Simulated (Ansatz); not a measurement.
`[OH][Sn][Br]` + NH₃ → `[NH2][Sn][Br]` + H₂O at 600 K and 1 bar (ligand exchange at the Sn–O bond).

Computed with Ansatz on PBE0-D4/def2-TZVP structures; ΔE is electronic, products minus reactants. CCSD(T)/CBS adds triple-zeta CCSD(T) − MP2 to the extrapolated MP2 energy (def2 sets, frozen cores). This one scheme is used for every species. def2 core potentials past Kr. For Br, Sn outer-core shells are correlated without core-valence functions, which leaves a few kJ/mol of doubt a bond. Scalar relativity is left out up to krypton. One conformer a species, not always the lowest.

```csv
species,CCSD(T)/CBS energy (Eh),H − E (kJ/mol),S (J/(mol·K))
`[OH][Sn][Br]`,-2863.20849,70.7,363.3
NH₃,-56.50880,112.4,219.5
`[NH2][Sn][Br]`,-2843.33195,105.8,374.1
H₂O,-76.37941,76.8,212.8
```

H − E and S are ideal-gas, rigid-rotor, harmonic terms from PBE0-D4/def2-TZVP, for one conformer and one mirror image of each species. 1 Eh = 2625.50 kJ/mol, R = 8.31446 J/(mol·K).

Problem. By hand: ΔE, ΔH, ΔS and ΔG.

Solution. ΔE = (-2843.33195) + (-76.37941) − (-2863.20849) − (-56.50880) = 0.00593 Eh = 15.6 kJ/mol. Δ(H − E) = 105.8 + 76.8 − 70.7 − 112.4 = -0.5, so ΔH = 15.1 kJ/mol. ΔS = 374.1 + 212.8 − 363.3 − 219.5 = 4.1 J/(mol·K). ΔG = 15.1 − 600 × (4.1)/1000 = 12.6 kJ/mol.

Problem. By hand: the equilibrium constant, and the temperature at which ΔG would vanish if ΔH and ΔS stayed fixed.

Solution. log₁₀ K = −ΔG/(RT ln 10) = -1.1. ΔG = 0 at ΔH/ΔS = 3683 K, far beyond where these terms or the molecules hold.

The number of gas molecules stays the same, so ΔS is small and ΔH decides. A doubt of 5 kJ/mol in ΔE shifts log₁₀ K by 0.4 here. Other conformers and mirror images would add mixing entropy, several J/(mol·K) or more a flexible species. These are equilibria of isolated gas molecules and say nothing of rates. Largest T1 diagnostic: 0.015 (customary marks: 0.02 for closed shells, 0.045 for open ones).
